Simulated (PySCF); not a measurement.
SMILES F[SiH2]C[SiH2]F, PBE0/def2-SVP optimised geometry.

```
11

Si    -1.91    -0.17     0.00
F     -2.43    -0.90     1.36
C     -0.04    -0.17     0.00
Si     0.84     0.64    -1.43
F      2.44     0.51    -1.19
H     -2.44     1.22     0.00
H     -2.44    -0.94    -1.16
H      0.30    -1.22     0.06
H      0.29     0.33     0.93
H      0.51     2.09    -1.51
H      0.52    -0.05    -2.71
```

Density from PBE0/def2-TZVP (PySCF) at that geometry.

Minimum of the electron density along straight lines between bonded atoms, close to the bond critical point (lines longer than 1.1 times the sum of covalent radii, or with two minima, are not listed):

| bond | length / Å | ρ at the minimum / e bohr⁻³ | ∇²ρ there / e bohr⁻⁵ | position (fraction from the first atom) |
|---|---|---|---|---|
| Si1–F2 | 1.627 | 0.129 | 0.87 | 0.42 |
| Si1–C3 | 1.864 | 0.122 | 0.20 | 0.39 |
| C3–Si4 | 1.864 | 0.122 | 0.20 | 0.61 |
| Si4–F5 | 1.627 | 0.129 | 0.87 | 0.42 |
| Si1–H6 | 1.490 | 0.123 | 0.13 | 0.49 |
| Si1–H7 | 1.490 | 0.123 | 0.13 | 0.49 |
| C3–H8 | 1.105 | 0.261 | -0.83 | 0.64 |
| C3–H9 | 1.105 | 0.260 | -0.83 | 0.64 |
| Si4–H10 | 1.490 | 0.123 | 0.13 | 0.49 |
| Si4–H11 | 1.490 | 0.123 | 0.13 | 0.49 |
